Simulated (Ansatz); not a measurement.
C₃H₉FSi (`CC(F)C[SiH3]`). Total charge 0; spin multiplicity 1.

```xyz
14

C    -1.034   -1.778   -0.274
C     0.081   -0.817    0.051
F     1.082   -0.974   -0.913
C    -0.340    0.637    0.075
Si    1.100    1.846    0.213
H    -1.821   -1.712    0.482
H    -1.468   -1.538   -1.247
H    -0.663   -2.804   -0.299
H     0.544   -1.085    1.008
H    -0.920    0.871   -0.825
H    -1.006    0.799    0.929
H     2.005    1.424    1.316
H     1.876    1.934   -1.049
H     0.565    3.198    0.532
```

(1) Give the diagnostics of a CCSD(T)/def2-TZVPP run (frozen core, Ansatz). (Best estimate.)

Answers

(1) Computed: T1 = 0.0106, largest single amplitude 0.008, largest double 0.016, (T) share of the correlation energy 3.4 %, 9 CCSD cycles. The RHF solution is stable towards an unrestricted one. T1 lies under the customary mark of 0.02 for closed shells.
